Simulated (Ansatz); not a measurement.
Ansatz results at the PBE0-D4/def2-TZVP geometry: LUMO energy (PBE0/def2-TZVPP) -0.32 eV; HOMO energy (B3LYP/def2-TZVPP) -6.87 eV; HOMO–LUMO gap (B3LYP/def2-TZVPP) 6.31 eV.

Each molecule was computed in one conformer, which needn't be the lowest.

(1) Which molecule gave them?
A. `FC1=CCCC1`
B. `CB(O)[SiH]1CO1`
C. `C=C=C(F)CC`
D. `NC1(F)C=N1`

Results:

(1) C. The others give `FC1=CCCC1`: 0.78, -6.60, 7.11; `NC1(F)C=N1`: -1.01, -6.96, 5.65; `CB(O)[SiH]1CO1`: -1.49, -7.07, 5.39.

B3LYP here is the variant with VWN-RPA as its local correlation; programs differ in this.
